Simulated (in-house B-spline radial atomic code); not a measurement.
Successive ionisation energies of dysprosium; each step leads to the configuration of the next row (after the last: [Kr] 4d10 4f1). Dirac energy differences include first-order Breit, QED and recoil terms. NIST's values go from ground level to ground level; the uncertainty of those that are theory runs from under 0.1 % in few-electron ions to several per cent in heavy many-electron ones. Computed with a B-spline radial code for spherical atoms: Dirac-Hartree-Fock, average of the configuration, finite nuclei.

Some pairs differ by more than the removed electron.

```csv
ion,configuration,ionisation energy (eV),tabulated value (eV),tabulated kind,computed minus tabulated (eV),highest orbital,largest mean radius (bohr)
Dy13+,[Kr] 4d10 4f6 5s1,260.6,279,tabulated theory,-18.4,4f7/2,1.1054
Dy14+,[Kr] 4d10 4f4 5s2,291.5,300,tabulated theory,-8.5,5s1/2,1.0748
Dy15+,[Kr] 4d10 4f5,319.0,332,tabulated theory,-13.0,4f7/2,0.62458
Dy16+,[Kr] 4d10 4f4,354.0,366,tabulated theory,-12.0,4f7/2,0.60877
Dy17+,[Kr] 4d10 4f3,390.4,399,tabulated theory,-8.6,4f7/2,0.59413
Dy18+,[Kr] 4d10 4f2,428.0,431,tabulated theory,-3.0,4f7/2,0.58051
```

Where a p, d or f electron is removed, the computed value is a mean over both j, so it misses the tabulated one by a part of the spin-orbit splitting; averaging over terms and missing correlation add to the gap, relatively most at low charge.
